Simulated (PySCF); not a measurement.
Trend along the halogens: MB cations

MP2 with triple-zeta basis sets in PySCF, for the lowest determinant that a PBE0 search found; no spin–orbit coupling. De refers to high-spin ground-configuration atoms (the charge goes to the atom of lower measured ionisation energy or higher electron affinity, which is not always the lowest computed limit).

| M | basis | reference, frozen orbitals | charged atom | state (unpaired electrons) | Re (Å) | ωe (cm⁻¹) | De (eV) |
| --- | --- | --- | --- | --- | --- | --- | --- |
| F | cc-pVTZ | UHF, 2 | B+ | doublet (σ ↑) | 1.218 | 1700 | 5.65 |
| Cl | def2-TZVPPD | UHF, 6 | B+ | doublet (σ ↑) | 1.597 | 1174 | 4.03 |
| Br | def2-TZVPPD | UHF, 10 | B+ | doublet (σ ↑) | 1.745 | 989 | 3.54 |

The shortest bond is that of BF⁺ (1.218 Å), the longest that of BBr⁺ (1.745 Å). BF⁺ is bound most strongly (5.65 eV) and BBr⁺ least (3.54 eV).

The rows differ in basis set, which adds steps of its own.

Down a group the atoms grow and get heavier, so bonds lengthen and wavenumbers fall; this series shows no clear exception.

Correlated steps freeze the inner cores (2 to 10 orbitals); shallow outer-core shells are correlated. Spin–orbit coupling is left out. For an ion De counts to the pair picked by the measured ionisation energies or electron affinities, which need not be the lowest pair at this level. States were picked by a PBE0 search and need not be the measured ground states.
